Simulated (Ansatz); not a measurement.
C$_{3}$H$_{3}$FSi from Hartree–Fock to CCSD(T)

```xyz
8

F    -1.065   -1.116   -1.986
C    -0.979   -0.567   -0.768
C    -0.616    0.703   -0.544
C     0.220    1.342    0.264
Si    0.516   -0.504    0.457
H    -0.009    2.171    0.920
H     0.203   -0.969    1.823
H     1.730   -1.061   -0.166
```

Total charge 0; spin multiplicity 1. All single points use the PBE0-D4/def2-TZVP geometry. Frozen core, restricted reference, Ansatz. CBS rows extrapolate triple and quadruple zeta; past MP2 they add the triple-zeta difference.

```csv
basis,HF (Eh),MP2 corr.
def2-SVP,-503.27030,-0.66796
def2-TZVPP,-503.63543,-0.83305
def2-QZVPP,-503.65397,-0.89564
```

Q: Estimate the CCSD correlation energy and the (T) correction in each basis where they were run (hartree).

A: 
```tsv
basis	CCSD corr.	(T)
def2-SVP	-0.69790	-0.02875
def2-TZVPP	-0.85369	-0.04284
CBS(def2)	-0.96263	as TZ
```
